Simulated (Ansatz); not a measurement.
A geometry relaxed with PBE0-D3(BJ)/def2-TZVP (Ansatz, a quantum-chemistry and plane-wave program), charge 0, multiplicity 1:

```xyz
14

H     -2.1794    -1.2629     0.2035
H      1.4254     1.8058    -1.0458
C     -1.8413    -0.2246     0.1909
H     -2.5597     0.3584    -0.3913
H      0.4771     2.1345     0.4093
H     -1.8563     0.1481     1.2180
H      0.9955    -2.7899     0.7460
C      0.4339     1.7122    -0.5977
H      2.7713    -1.2782     0.1305
H     -0.1408    -0.6234    -1.9376
H      1.4605    -0.8581     2.1063
H     -0.2625     2.3140    -1.1875
Si     1.3975    -1.3558     0.7018
Si    -0.1211    -0.0802    -0.5464
```

Problem. Write the SMILES of this molecule.

Solution. `C[SiH](C)[SiH3]`
